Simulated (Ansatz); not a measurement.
CH4AlFOS, SMILES `[OH][Al]([SH])[CH2]F` at its PBE0-D4/def2-TZVP geometry, where that method's forces vanish. Total charge 0; spin multiplicity 1.

```xyz
9

O     1.5598   -1.0520    0.3564
Al    0.1513   -0.1259    0.3178
S    -0.9509    0.4472    2.1209
C    -0.5839    0.4992   -1.4036
F     0.1824    0.0754   -2.4873
H     1.9899   -1.3990    1.1345
H    -0.0986   -0.1775    2.9511
H    -1.6093    0.1380   -1.5525
H    -0.6407    1.5946   -1.4373
```

Q: What forces (eV/Å) does PBE-D4/def2-TZVPP give on these atoms in the Gaussian-basis code of Ansatz? (Best estimate.)

A: Ansatz gave: 
```
O1   0.169 -0.077 -0.398
Al2 -0.206  0.132  0.032
S3  -0.288  0.185  0.035
C4  -0.128  0.063  0.281
F5   0.352 -0.196 -0.486
H6   0.214 -0.171  0.373
H7   0.160 -0.116  0.149
H8  -0.241 -0.066 -0.005
H9  -0.032  0.247  0.020
```
